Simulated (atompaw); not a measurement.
What one change does to a pseudopotential (Te (Z = 52), PAW (atompaw))

* Element: tellurium (Te)
* Generator: atompaw 4.2.0.5
* Type: PAW
* Functional: PBEsol
* Relativity: scalar-relativistic
* Frozen core: [Kr]
* Valence charge: 16
* Reference configuration: 4d10 5s2 5p3.75 (charge +0.25)
* Partial waves: 5s (bound): rc 2.55 bohr; 5s channel at -0.1 Ry: rc 2.55 bohr; 5p (bound): rc 2.55 bohr; 5p channel at 2.05 Ry: rc 2.55 bohr; 4d (bound): rc 2.55 bohr; 4d channel at -0.2 Ry: rc 2.55 bohr
* Local potential: vpsmatchnc scheme with l = 3 at -0.5 Ry, radius 2.35 bohr
* Core correction: smooth core density matched at 1.40 bohr
* Augmentation charge: sinc compensation charge, radius 2.50 bohr; PAW radius 2.55 bohr; waves and projectors: custom polynom2 7 10 vanderbiltortho

All-electron outer shells of the reference configuration (PBEsol, scalar-relativistic, ld1.x):

```json
{"shell": "4s", "level (eV)": "-166.27", "outermost node (bohr)": "0.38", "outermost maximum (bohr)": "0.70"}
{"shell": "4p", "level (eV)": "-116.36", "outermost node (bohr)": "0.38", "outermost maximum (bohr)": "0.74"}
{"shell": "4d", "level (eV)": "-43.71", "outermost node (bohr)": "0.36", "outermost maximum (bohr)": "0.81"}
{"shell": "5s", "level (eV)": "-17.13", "outermost node (bohr)": "0.91", "outermost maximum (bohr)": "1.80"}
{"shell": "5p", "level (eV)": "-7.80", "outermost node (bohr)": "1.00", "outermost maximum (bohr)": "2.14"}
```

Change: local potential bessel scheme, radius 2.35 bohr.

Cutoffs: the cutoffs (Ry, on a coarse ladder) from which the occupation-weighted sum of valence levels, in a spherical-Bessel basis at the reference potential, stays within 10 and 1 mRy of its value at 400 Ry; they do not see the model core or the augmentation charge, which bear on the density cutoff.

**Question.** What does the change do?

**Answer.** The potential gets neither clearly harder nor softer (30 Ry and 60 Ry → 30 Ry and 60 Ry); the bound ghost in p, s disappears. A state that the projectors do not describe sees the local part alone, so a deeper or shallower local part can create or remove a ghost.

| quantity | base | changed |
| --- | --- | --- |
| cutoff, loose | 30 Ry | 30 Ry |
| cutoff, tight | 60 Ry | 60 Ry |
| loose cutoff by channel (10 mRy a level) | s 18 Ry, p 10 Ry, d 12 Ry | s 8 Ry, p 10 Ry, d 12 Ry |
| bound ghosts | s, p | none |
| s: phases at 2.55 bohr within 0.05 rad from the reference energy up to (Ry; the scan ends near 5) | 2.4 | 2.5 |
| p: phases at 2.55 bohr within 0.05 rad from the reference energy up to (Ry; the scan ends near 5) | to the end of the scan | 4.6 |
| d: phases at 2.55 bohr within 0.05 rad from the reference energy up to (Ry; the scan ends near 5) | 0.7 | 0.5 |
| lowest overlap eigenvalue by channel | s 0.83, p 0.85, d 1.00 | s 0.82, p 0.84, d 1.00 |

 A true bound ghost makes a file unfit for plane-wave use even where its test errors are small: the radial tests pick states by their node count and pass the ghost by. The cutoffs see the waves, projectors and local potential, not the compensation charge or the core.
